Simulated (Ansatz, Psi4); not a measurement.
The Psi4 input:
```
memory 2 GB

molecule {
0 1
  Al   -0.00000000   -0.00000000   -0.11521965
  H     0.00000000    0.00000000    1.49785545
}

set basis def2-tzvp
set scf_type pk
set puream true
set d_convergence 1e-8
set dft_radial_points 99
set dft_spherical_points 590

energy('cam-b3lyp')
print_variables()
```

Problem. Give the equivalent Ansatz (a quantum-chemistry and plane-wave program) input.

Solution. Several could match; the one computed here: 
Ansatz 0.2 input:
```yaml
crystal:
  periodic: [false, false, false]
  atoms:
    - {symbol: Al, position_ang: [-0.00000000, -0.00000000, -0.11521965]}
    - {symbol: H, position_ang: [0.00000000, 0.00000000, 1.49785545]}
basis:
  gaussian:
    orbitals: def2-TZVP
hamiltonian:
  xc: cam_b3lyp
accuracy: high
```

Both were run: Psi4 gave -242.982464 Eh and Ansatz -242.982464 Eh, 0.000 mEh apart.
